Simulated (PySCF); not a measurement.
# Cost of excited-state runs on `C[C@@H]1[C@H](F)[C@H]1[Si@H](C)Cl`, C$_{5}$H$_{10}$ClFSi

Cartesian coordinates in Å; atom numbers follow the order of the lines, from 1:
```xyz
18

C    -2.716   -0.043   -0.386
C    -1.346   -0.655   -0.247
C    -0.690   -0.746    1.089
F    -1.342   -0.239    2.176
C    -0.159    0.225    0.080
Si    1.528   -0.034   -0.720
C     2.879    0.791    0.326
Cl    1.481    0.813   -2.557
H    -3.485   -0.800   -0.240
H    -2.862    0.739    0.356
H    -2.837    0.388   -1.378
H    -1.165   -1.489   -0.916
H    -0.123   -1.621    1.381
H    -0.431    1.253    0.297
H     1.776   -1.468   -0.895
H     2.710    1.861    0.416
H     3.859    0.654   -0.122
H     2.914    0.377    1.329
```

PySCF with density fitting, on 1 thread of an AMD EPYC 9R14, shared host. Command: `OMP_NUM_THREADS=1 python excited_run.py task.json out`

Problem. How long does this run take, and how much memory?
- circular dichroism and optical rotation, CAM-B3LYP/def2-SVPD; 16 states

Solution. 
| run | level | basis functions | wall time | peak memory (GiB) |
| --- | --- | --- | --- | --- |
| circular dichroism and optical rotation | CAM-B3LYP/def2-SVPD | 254 | 100 s | 1.2 |

Times from a shared host are rough.
